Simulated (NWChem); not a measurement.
Species: CrO₂Cl cation; SMILES [O]=[Cr+](=[O])[Cl]

```xyz
4

Cr     0.3142    -0.4205     0.0000
O     -0.3380    -1.0553     1.2445
O     -0.3380    -1.0553    -1.2445
Cl    -0.0874     1.6211     0.0000
```
Atoms are numbered in this order, from 1.

Program: NWChem. All runs use the structure optimised with PBE-D3(BJ)/def2-SVP. The spin multiplicity was typed, not searched, and may not be the lowest. Vzz is the largest principal value of the second derivative of the potential at the nucleus (NWChem prints the opposite sign); η is the asymmetry. Non-relativistic.

Q: Predict the results for PBE/def2-TZVP. Quantities: Vzz Cr1 (a.u.); η Cr1; Vzz O3 (a.u.); η O3; Vzz Cl4 (a.u.); η Cl4.

A: 
```json
{
  "Vzz Cr1 (a.u.)": "1.505",
  "η Cr1": "0.54",
  "Vzz O3 (a.u.)": "-0.893",
  "η O3": "0.90",
  "Vzz Cl4 (a.u.)": "-1.886",
  "η Cl4": "0.70"
}
```
